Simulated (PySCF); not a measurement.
A GIAO shielding run with PySCF (density fitting, non-relativistic, gas phase) on SMILES N[SiH](N)CCF, C$_{2}$H$_{9}$FN$_{2}$Si:

```
$ OMP_NUM_THREADS=1 python probes_run.py task.json out

{"job": {"kind": "nmr", "xc": "PBE0", "basis": "pcSseg-1"}, "charge": 0, "multiplicity": 1}
N     -1.936438    -0.835096    -0.800547
Si    -0.818277    -0.262231     0.384785
N     -1.181574     1.416967     0.510831
C      0.904297    -0.717419    -0.322682
C      1.948326     0.320855     0.031152
F      2.002280     0.520825     1.395134
H     -2.906934    -0.614107    -0.647847
H     -1.854641    -1.792456    -1.101767
H     -0.925414    -0.774499     1.755003
H     -0.610894     1.972621     1.125931
H     -1.396866     1.933245    -0.326595
H      1.229522    -1.683222     0.063111
H      0.876960    -0.796662    -1.408470
H      2.959727     0.024965    -0.271863
H      1.705513     1.294206    -0.408089
```

Hardware: 1 thread of an Arm Neoverse N1, shared host. The job also computes population analyses, field gradients.

(1) How large is the calculation?

(2) How long does it take, and how much memory does it need?

## Answers

(1) 58 electrons, 154 basis functions and 814 auxiliary functions.

(2) 40 s of wall time, with 12 SCF cycles and 4 response iterations; peak memory 0.71 GiB. Times on a shared host scatter by some tens of per cent.
